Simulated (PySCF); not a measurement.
Relaxation of singlet HYS

All numbers come from PBE0/[Y def2-TZVP with ECP28, S def2-TZVP, H def2-TZVP], scalar-relativistic core potentials, density fitting, no spin–orbit coupling, PySCF. A (50,194) grid was used.

A start displaced from a saddle point along its imaginary mode, of Cs symmetry, held to at least that symmetry:

```xyz
3
charge 0 multiplicity 1, angstrom
Y    -0.0002   -0.0026    0.5906
S     0.0002    0.0035   -1.7280
H     0.0079    0.1197    2.7192
```

**Question.** What does it relax to?

**Answer.** It ends at Cs with Y–H 1.980 Å, Y–S 2.283 Å; H–Y–S 110.7° (after a last refinement on a finer grid). A frequency run shows a minimum. Other isomers or separated fragments may lie lower.

**Question.** How much energy is released, and in how many steps?

**Answer.** 54.5 kJ/mol in 17 steps.

The relaxation took roughly 2.1 core-minutes on a shared host.
